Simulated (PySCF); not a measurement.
# Electronic structure of Fe³⁺ (iron, charge +3) at the MN15 level

Configuration: [Ar] 3d5, high-spin 6S determinant. Calculation: PySCF 2.14, in aug-cc-pVDZ-DK (7s6p4d2f, 59 functions); scalar relativity by spin-free X2C-1e.

```
Total energy                        : -1271.303 hartree
One-electron energy                 : -1721.157 hartree
Hartree (Coulomb) energy            : 505.885 hartree
Exchange-correlation energy         : -56.030 hartree
⟨S²⟩                                : 8.7503
⟨L²⟩                                : 0.000
Sum of ⟨r⟩                          : 13.63 bohr
Sum of ⟨r²⟩                         : 13.09 bohr²
Langevin diamagnetic susceptibility : -10.4 ×10⁻⁶ cm³/mol
Time after the integrals            : 2.1 s of wall time on 1 thread of Neoverse-V2 (shared host)
```

| shell | electrons | mean orbital energy (hartree) | rms radius, mean of both spins (bohr) |
| --- | --- | --- | --- |
| 1s β | 1 | -258.21008 | 0.0675 |
| 1s α | 1 | -258.20573 | 0.0675 |
| 2s α | 1 | -31.24787 | 0.292 |
| 2s β | 1 | -31.21426 | 0.292 |
| 2p α | 3 | -27.24003 | 0.261 |
| 2p β | 3 | -27.18998 | 0.261 |
| 3s α | 1 | -4.91948 | 0.875 |
| 3s β | 1 | -4.80525 | 0.875 |
| 3p α | 3 | -3.77011 | 0.920 |
| 3p β | 3 | -3.59626 | 0.920 |
| 3d α | 5 | -1.79511 | 1.09 |

Densities and radii are taken from the X2C orbitals without a picture-change correction, which distorts them close to the nucleus.
